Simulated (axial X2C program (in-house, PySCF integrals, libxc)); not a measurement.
## Potential curves of FeB⁺, without spin–orbit coupling

Computed with an axial X2C code built on PySCF integrals. Spin-free means the one-electron spin-free X2C Hamiltonian. Basis: Fe dyall-cv3z [9s10p6d3f2g], B dyall-v3z [7s6p2d1f] (cores contracted in-house); Gaussian nuclei, density fitting, unrestricted open shells. Masses: Fe 55.935 u, B 11.009 u.

State: M_S = 1, Λ = 0 (beyond evenly filled blocks: δ+α, δ-α). Energies in eV from the fragments at the same level (Fe+ + B). Fits are polynomials in 1 − R0/R over 0.85 to 1.23 times the lowest point R0.

```json
{"R (Å)": "1.5564", "HF": "2.5670", "PBE0": "-2.3529", "r2SCAN0": "-1.8193"}
{"R (Å)": "1.6280", "HF": "2.0267", "PBE0": "-2.5437", "r2SCAN0": "-2.0762"}
{"R (Å)": "1.6817", "HF": "1.6819", "PBE0": "-2.6269", "r2SCAN0": "-2.2099"}
{"R (Å)": "1.7353", "HF": "1.4245", "PBE0": "-2.6747", "r2SCAN0": "-2.2995"}
{"R (Å)": "1.7890", "HF": "1.2382", "PBE0": "-2.6918", "r2SCAN0": "-2.3472"}
{"R (Å)": "1.8516", "HF": "1.0923", "PBE0": "-2.6752", "r2SCAN0": "-2.3544"}
{"R (Å)": "1.9142", "HF": "1.0040", "PBE0": "-2.6232", "r2SCAN0": "-2.3175"}
{"R (Å)": "1.9947", "HF": "0.9493", "PBE0": "-2.5143", "r2SCAN0": "-2.2199"}
{"R (Å)": "2.0931", "HF": "0.9403", "PBE0": "-2.3361", "r2SCAN0": "-2.0480"}
{"R (Å)": "2.2363", "HF": "0.9892", "PBE0": "-2.0321", "r2SCAN0": "-1.7458"}
```

The state is one determinant whose occupation by symmetry is held fixed; it was picked as the lowest of a PBE0 search that is not exhaustive. Dissociation energies refer to the lowest single-determinant-based atoms at the same level and basis. PBE0 can misorder states that lie within some tenths of an eV, so this need not be the ground state of the molecule. The nearest other spin-free determinant of the search, M_S = 2, Λ = 0, lies 0.14 eV up at the distance of the search. The determinant is spin-polarised beyond a pure state at some levels (its spin-free form has ⟨S²⟩ too high), which makes Re and μ there less reliable.

Task: Fit the HF curve near its minimum: give the equilibrium distance, the harmonic wavenumber and the well depth.

Result: At HF, spin-free: Re = 2.060 Å, ωe ≈ 368 cm⁻¹, De = -0.94 eV to Fe+ + B; Be follows as 0.432 cm⁻¹.

Task: Fit the PBE0 curve near its minimum: give the equilibrium distance, the harmonic wavenumber and the well depth.

Result: At PBE0, spin-free: Re = 1.793 Å, ωe ≈ 545 cm⁻¹, De = 2.69 eV to Fe+ + B; Be follows as 0.57 cm⁻¹.

Task: Fit the r2SCAN0 curve near its minimum: give the equilibrium distance, the harmonic wavenumber and the well depth.

Result: At r2SCAN0, spin-free: Re = 1.829 Å, ωe ≈ 597 cm⁻¹, De = 2.36 eV to Fe+ + B; Be follows as 0.548 cm⁻¹.
